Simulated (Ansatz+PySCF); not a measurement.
The numbers below are computed, except where a source is named.
# Several solutions for triplet VN

```xyz
2

V     0.0000    0.0000    0.0000
N     0.0000    0.0000    1.5660
```

Basis set: def2-SVP (spherical functions). Charge 0, multiplicity 3.

UHF was run from several starts with Ansatz (development build ahead of 0.2.0) and PySCF 2.14.0.

| run | program | start | converged | energy (hartree) | <S²> |
| --- | --- | --- | --- | --- | --- |
| A | PySCF | guess minao, instabilities followed | yes | -997.05480 | 3.28 |
| B | Ansatz | search for the lowest state | yes | -997.05480 | 3.28 |
| C | PySCF | guess huckel, instabilities followed | yes | -997.01579 | 2.96 |
| D | PySCF | program defaults | yes | -996.98865 | 2.20 |
| E | Ansatz | atomic start, no search | yes | -997.05363 | 3.35 |
| F | Ansatz | stability test followed | yes | -997.05363 | 3.35 |
| G | PySCF | guess atom, instabilities followed | yes | -997.05480 | 3.28 |

Which runs reached the lowest solution of this kind, and what is wrong with the others?

A, B, G reached the lowest solution found. Converged but too high: C by 1.06 eV, D by 1.80 eV, E by 0.03 eV, F by 0.03 eV. Convergence only shows a stationary point, and even a stable one can lie too high; stability tests and further starts are what find lower ones. Caution: another spin multiplicity may lie lower. Caution: the unrestricted determinant is a mixture of spin states.
